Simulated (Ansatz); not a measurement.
BClH5NSi, SMILES `B[SiH](N)Cl` from Hartree–Fock to CCSD(T)

Z-matrix (Å, degrees):
```
B
Cl 1 2.183
Si 1 1.939 2 64.7
H 1 1.192 2 105.2 3 116.7
H 1 1.194 2 104.7 3 -114.5
N 3 1.689 1 124.5 2 -104.3
H 3 1.479 1 127.4 2 86.5
H 6 1.006 3 123.0 1 164.9
H 6 1.007 3 121.7 1 4.4
```

Charge 0, multiplicity 1. The geometry is a stationary point of PBE0-D4/def2-TZVP. It is one conformer, not always the lowest. Frozen core, restricted reference, Ansatz. CBS rows extrapolate triple and quadruple zeta; past MP2 they add the triple-zeta difference.

```json
{"basis": "def2-SVP", "HF (Eh)": "-830.21278", "MP2 corr.": "-0.49267", "CCSD corr.": "-0.54256", "(T)": "-0.01474", "CCSD(T) total": "-830.77008"}
{"basis": "def2-TZVPP", "HF (Eh)": "-830.57319", "MP2 corr.": "-0.63862", "CCSD corr.": "-0.68607", "(T)": "-0.02848", "CCSD(T) total": "-831.28774"}
{"basis": "def2-QZVPP", "HF (Eh)": "-830.59904", "MP2 corr.": "-0.69001", "CCSD corr.": "–", "(T)": "–", "CCSD(T) total": "–"}
{"basis": "CBS(def2)", "HF (Eh)": "-830.60260", "MP2 corr.": "-0.72809", "CCSD corr.": "-0.77554", "(T)": "as TZ", "CCSD(T) total": "-831.40662"}
```
